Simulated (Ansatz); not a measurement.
Ansatz (a program for electronic structure) job for H₂O₃P, SMILES O=[P](O)O, multiplicity 2, PBE0-D3(BJ)/def2-SVP. 

Ansatz 0.2 input:
```yaml
crystal:
  periodic: [false, false, false]
  atoms:
    - {symbol: O, position_ang: [1.49700719, -0.06119756, 0.51602576]}
    - {symbol: P, position_ang: [0.22198856, -0.00715068, -0.28850830]}
    - {symbol: O, position_ang: [-0.94779026, -1.15207828, 0.05570232]}
    - {symbol: O, position_ang: [-0.69332507, 1.33743980, -0.00870644]}
    - {symbol: H, position_ang: [-0.54893279, -2.04607761, 0.06513387]}
    - {symbol: H, position_ang: [-1.62803049, 1.16002618, -0.24168261]}
basis:
  gaussian:
    orbitals: def2-SVP
hamiltonian:
  xc: pbe0
  dispersion: d3bj
magnetization: {spin_polarized: true, initial_magnetization: 1}
relax: {f_tol: 0.002, max_steps: 200}
```

Output:

```
WARN ansatz: RAYON_NUM_THREADS=1 ignored (pool sized by the plan → 1); use --threads N
Functional definition: PBE0
integrals: 0.02 GiB planned
711 factors; integrals over basis functions are off by at most 2.1e-4 eV
mean field: 0.32 GiB planned
mean field evaluation 1: about -15435.5482 eV, gradient 5.1e1 eV
mean field evaluation 2: about -15409.9067 eV, gradient 9.4e1 eV
mean field evaluation 4: about -15444.7552 eV, gradient 5.0e0 eV
mean field evaluation 8: about -15444.8597 eV, gradient 2.2e-1 eV
mean field evaluation 16: about -15444.8601 eV, gradient 4.5e-5 eV
mean field -15444.86011968 eV, -567.5881404960 hartree, gradient 4.8e-5 eV, S^2 0.754628; 0 other end points of the search recorded, 0 dependent functions left out
the calculation of the forces begins
reference -15444.86013560 eV, -567.5881410811 hartree; 21, 20 occupied and 49, 50 virtual orbitals, 711 factors
relax step   1: F+E_penalty+E_count = -15444.94218214 eV  Δ(F+E_penalty+E_count) = +0.000e0 eV  max|allowed force component| = 1.039e0 eV/Å  Δτ_max = 0.0000 Å  (30 SCF iters, accepted)
these checks for a lower state are left out or cut short: starts, cluster_reference, orbital_swaps, neighbouring_geometries, increment
integrals: 0.02 GiB planned
711 factors; integrals over basis functions are off by at most 2.1e-4 eV
mean field: 0.32 GiB planned
mean field -15444.89137903 eV, -567.5892892559 hartree, gradient 8.1e-5 eV, S^2 0.754331; 0 other end points of the search recorded, 0 dependent functions left out
the calculation of the forces begins
reference -15444.89139501 eV, -567.5892898432 hartree; 21, 20 occupied and 49, 50 virtual orbitals, 711 factors
relax step   2: F+E_penalty+E_count = -15444.97364084 eV  Δ(F+E_penalty+E_count) = -3.146e-2 eV  max|allowed force component| = 5.760e-1 eV/Å  Δτ_max = 0.0145 Å  (31 SCF iters, accepted)
these checks for a lower state are left out or cut short: starts, cluster_reference, orbital_swaps, neighbouring_geometries, increment
integrals: 0.02 GiB planned
711 factors; integrals over basis functions are off by at most 2.0e-4 eV
mean field: 0.32 GiB planned
mean field -15444.90522237 eV, -567.5897979895 hartree, gradient 7.8e-5 eV, S^2 0.753948; 0 other end points of the search recorded, 0 dependent functions left out
the calculation of the forces begins
reference -15444.90523845 eV, -567.5897985801 hartree; 21, 20 occupied and 49, 50 virtual orbitals, 711 factors
relax step   3: F+E_penalty+E_count = -15444.98769096 eV  Δ(F+E_penalty+E_count) = -1.405e-2 eV  max|allowed force component| = 7.394e-2 eV/Å  Δτ_max = 0.0168 Å  (31 SCF iters, accepted)
these checks for a lower state are left out or cut short: starts, cluster_reference, orbital_swaps, neighbouring_geometries, increment
integrals: 0.02 GiB planned
711 factors; integrals over basis functions are off by at most 2.0e-4 eV
mean field: 0.32 GiB planned
mean field evaluation 32: about -15444.9058 eV, gradient 3.0e-4 eV
mean field -15444.90582991 eV, -567.5898203160 hartree, gradient 1.1e-5 eV, S^2 0.753948; 0 other end points of the search recorded, 0 dependent functions left out
the calculation of the forces begins
reference -15444.90584600 eV, -567.5898209075 hartree; 21, 20 occupied and 49, 50 virtual orbitals, 711 factors
relax step   4: F+E_penalty+E_count = -15444.98827421 eV  Δ(F+E_penalty+E_count) = -5.832e-4 eV  max|allowed force component| = 4.957e-2 eV/Å  Δτ_max = 0.0040 Å  (28 SCF iters, accepted)
these checks for a lower state are left out or cut short: starts, cluster_reference, orbital_swaps, neighbouring_geometries, increment
integrals: 0.02 GiB planned
711 factors; integrals over basis functions are off by at most 2.0e-4 eV
mean field: 0.32 GiB planned
mean field -15444.90657148 eV, -567.5898475683 hartree, gradient 7.7e-5 eV, S^2 0.753944; 0 other end points of the search recorded, 0 dependent functions left out
the calculation of the forces begins
reference -15444.90658763 eV, -567.5898481617 hartree; 21, 20 occupied and 49, 50 virtual orbitals, 711 factors
relax step   5: F+E_penalty+E_count = -15444.98897721 eV  Δ(F+E_penalty+E_count) = -7.030e-4 eV  max|allowed force component| = 1.884e-2 eV/Å  Δτ_max = 0.0113 Å  (31 SCF iters, accepted)
these checks for a lower state are left out or cut short: starts, cluster_reference, orbital_swaps, neighbouring_geometries, increment
integrals: 0.02 GiB planned
711 factors; integrals over basis functions are off by at most 2.0e-4 eV
mean field: 0.32 GiB planned
mean field -15444.90665160 eV, -567.5898505124 hartree, gradient 2.1e-5 eV, S^2 0.753938; 0 other end points of the search recorded, 0 dependent functions left out
the calculation of the forces begins
reference -15444.90666775 eV, -567.5898511062 hartree; 21, 20 occupied and 49, 50 virtual orbitals, 711 factors
relax step   6: F+E_penalty+E_count = -15444.98905901 eV  Δ(F+E_penalty+E_count) = -8.180e-5 eV  max|allowed force component| = 9.694e-3 eV/Å  Δτ_max = 0.0041 Å  (28 SCF iters, accepted)
these checks for a lower state are left out or cut short: starts, cluster_reference, orbital_swaps, neighbouring_geometries, increment
integrals: 0.02 GiB planned
711 factors; integrals over basis functions are off by at most 2.0e-4 eV
mean field: 0.32 GiB planned
mean field -15444.90680710 eV, -567.5898562269 hartree, gradient 7.9e-5 eV, S^2 0.753935; 0 other end points of the search recorded, 0 dependent functions left out
the calculation of the forces begins
reference -15444.90682326 eV, -567.5898568209 hartree; 21, 20 occupied and 49, 50 virtual orbitals, 711 factors
relax step   7: F+E_penalty+E_count = -15444.98923942 eV  Δ(F+E_penalty+E_count) = -1.804e-4 eV  max|allowed force component| = 1.857e-2 eV/Å  Δτ_max = 0.0139 Å  (30 SCF iters, accepted)
these checks for a lower state are left out or cut short: starts, cluster_reference, orbital_swaps, neighbouring_geometries, increment
integrals: 0.02 GiB planned
711 factors; integrals over basis functions are off by at most 2.0e-4 eV
mean field: 0.32 GiB planned
mean field -15444.88383002 eV, -567.5890118350 hartree, gradient 2.2e-5 eV, S^2 0.753854; 0 other end points of the search recorded, 0 dependent functions left out
the calculation of the forces begins
reference -15444.88384608 eV, -567.5890124253 hartree; 21, 20 occupied and 49, 50 virtual orbitals, 711 factors
relax step   8: F+E_penalty+E_count = -15444.96622227 eV  Δ(F+E_penalty+E_count) = +2.302e-2 eV  max|allowed force component| = 7.049e-1 eV/Å  Δτ_max = 0.0606 Å  (34 SCF iters, rejected (line search))
these checks for a lower state are left out or cut short: starts, cluster_reference, orbital_swaps, neighbouring_geometries, increment
integrals: 0.02 GiB planned
711 factors; integrals over basis functions are off by at most 2.0e-4 eV
mean field: 0.32 GiB planned
mean field -15444.90687090 eV, -567.5898585717 hartree, gradient 7.8e-5 eV, S^2 0.753935; 0 other end points of the search recorded, 0 dependent functions left out
the calculation of the forces begins
reference -15444.90688705 eV, -567.5898591652 hartree; 21, 20 occupied and 49, 50 virtual orbitals, 711 factors
relax step   9: F+E_penalty+E_count = -15444.98933243 eV  Δ(F+E_penalty+E_count) = -9.300e-5 eV  max|allowed force component| = 2.640e-2 eV/Å  Δτ_max = 0.0089 Å  (31 SCF iters, accepted)
these checks for a lower state are left out or cut short: starts, cluster_reference, orbital_swaps, neighbouring_geometries, increment
integrals: 0.02 GiB planned
711 factors; integrals over basis functions are off by at most 1.9e-4 eV
mean field: 0.32 GiB planned
mean field evaluation 64: about -15444.8970 eV, gradient 5.1e-3 eV
mean field -15444.90692615 eV, -567.5898606022 hartree, gradient 7.9e-5 eV, S^2 0.753921; 0 other end points of the search recorded, 0 dependent functions left out
the calculation of the forces begins
reference -15444.90694230 eV, -567.5898611956 hartree; 21, 20 occupied and 49, 50 virtual orbitals, 711 factors
relax step  10: F+E_penalty+E_count = -15444.98941638 eV  Δ(F+E_penalty+E_count) = -8.396e-5 eV  max|allowed force component| = 1.491e-2 eV/Å  Δτ_max = 0.0130 Å  (30 SCF iters, accepted)
these checks for a lower state are left out or cut short: starts, cluster_reference, orbital_swaps, neighbouring_geometries, increment
integrals: 0.02 GiB planned
711 factors; integrals over basis functions are off by at most 1.9e-4 eV
mean field: 0.32 GiB planned
mean field -15444.90693775 eV, -567.5898610283 hartree, gradient 1.4e-5 eV, S^2 0.753926; 0 other end points of the search recorded, 0 dependent functions left out
the calculation of the forces begins
reference -15444.90695389 eV, -567.5898616216 hartree; 21, 20 occupied and 49, 50 virtual orbitals, 711 factors
relax step  11: F+E_penalty+E_count = -15444.98944278 eV  Δ(F+E_penalty+E_count) = -2.640e-5 eV  max|allowed force component| = 7.550e-3 eV/Å  Δτ_max = 0.0056 Å  (28 SCF iters, accepted)
these checks for a lower state are left out or cut short: starts, cluster_reference, orbital_swaps, neighbouring_geometries, increment
integrals: 0.02 GiB planned
711 factors; integrals over basis functions are off by at most 1.9e-4 eV
mean field: 0.32 GiB planned
mean field -15444.90694610 eV, -567.5898613354 hartree, gradient 9.3e-6 eV, S^2 0.753926; 0 other end points of the search recorded, 0 dependent functions left out
the calculation of the forces begins
reference -15444.90696225 eV, -567.5898619287 hartree; 21, 20 occupied and 49, 50 virtual orbitals, 711 factors
relax step  12: F+E_penalty+E_count = -15444.98945509 eV  Δ(F+E_penalty+E_count) = -1.231e-5 eV  max|allowed force component| = 1.442e-2 eV/Å  Δτ_max = 0.0057 Å  (28 SCF iters, accepted)
these checks for a lower state are left out or cut short: starts, cluster_reference, orbital_swaps, neighbouring_geometries, increment
integrals: 0.02 GiB planned
711 factors; integrals over basis functions are off by at most 1.9e-4 eV
mean field: 0.32 GiB planned
mean field -15444.90694176 eV, -567.5898611759 hartree, gradient 1.9e-5 eV, S^2 0.753930; 0 other end points of the search recorded, 0 dependent functions left out
the calculation of the forces begins
reference -15444.90695791 eV, -567.5898617692 hartree; 21, 20 occupied and 49, 50 virtual orbitals, 711 factors
relax step  13: F+E_penalty+E_count = -15444.98946097 eV  Δ(F+E_penalty+E_count) = -5.885e-6 eV  max|allowed force component| = 4.401e-3 eV/Å  Δτ_max = 0.0038 Å  (28 SCF iters, accepted)
these checks for a lower state are left out or cut short: starts, cluster_reference, orbital_swaps, neighbouring_geometries, increment
integrals: 0.02 GiB planned
711 factors; integrals over basis functions are off by at most 1.9e-4 eV
mean field: 0.32 GiB planned
mean field -15444.90694386 eV, -567.5898612529 hartree, gradient 2.5e-5 eV, S^2 0.753927; 0 other end points of the search recorded, 0 dependent functions left out
the calculation of the forces begins
reference -15444.90696001 eV, -567.5898618463 hartree; 21, 20 occupied and 49, 50 virtual orbitals, 711 factors
relax step  14: F+E_penalty+E_count = -15444.98946244 eV  Δ(F+E_penalty+E_count) = -1.465e-6 eV  max|allowed force component| = 1.832e-3 eV/Å  Δτ_max = 0.0008 Å  (24 SCF iters, accepted)
integrals: 0.02 GiB planned
711 factors; integrals over basis functions are off by at most 1.9e-4 eV
mean field: 0.32 GiB planned
mean field evaluation 96: about -15444.8920 eV, gradient 9.0e-1 eV
mean field -15444.90694386 eV, -567.5898612529 hartree, gradient 2.5e-5 eV, S^2 0.753927; 1 other end points of the search recorded, 0 dependent functions left out
the calculation of the forces begins
reference -15444.90696001 eV, -567.5898618463 hartree; 21, 20 occupied and 49, 50 virtual orbitals, 711 factors
Total energy: -15444.98947858 eV, -567.5928943481 hartree
Atom 0 at     1.458917    -0.083829     0.524882 Å, force     0.001344    -0.000065     0.000858 eV/Å
Atom 1 at     0.221367    -0.000122    -0.296274 Å, force    -0.001832    -0.000327    -0.000762 eV/Å
Atom 2 at    -0.928582    -1.135827    -0.007641 Å, force     0.001273    -0.000901    -0.000028 eV/Å
Atom 3 at    -0.685272     1.322695    -0.047817 Å, force     0.000397     0.000083     0.000105 eV/Å
Atom 4 at    -0.539822    -2.013577     0.110257 Å, force    -0.000774     0.001303    -0.000102 eV/Å
Atom 5 at    -1.625690     1.141622    -0.185443 Å, force    -0.000408    -0.000093    -0.000070 eV/Å
Dipole moment:    -0.596591    -0.342326    -0.287320 e Å
```

The run converged.
